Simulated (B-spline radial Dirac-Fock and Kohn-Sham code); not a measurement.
Calculated with an atomic code on a B-spline grid, using Dirac-Fock (average of configuration) total-energy differences with a finite nucleus, the Breit interaction including its frequency dependence, and self-energy and vacuum-polarisation corrections. Two-hole levels are in intermediate coupling, intensities from independent-particle Coulomb rates.

Question: These computed lines form the K-LL Auger spectrum of a free neutral atom. Which element, and how are the lines assigned?

| kinetic energy (eV) | relative intensity |
| --- | --- |
| 3427.1 | 10 |
| 3511.6 | 34 |
| 3538.9 | 1 |
| 3540.6 | 3 |
| 3543.5 | 5 |
| 3608.0 | 11 |
| 3619.0 | 100 |
| 3630.9 | 4 |

Answer: Sc ([Ar] 3d1 4s2). From low to high energy: K-L1L1 ¹S0, K-L1L3 ¹P1, K-L1L2 ³P0, K-L1L2 ³P1, K-L1L3 ³P2, K-L2L2 ¹S0, K-L2L3 ¹D2, K-L3L3 ³P2. The labels give the leading jj configuration and the leading LS term by weight; in heavy atoms the literature often keeps the label of the LS limit instead.
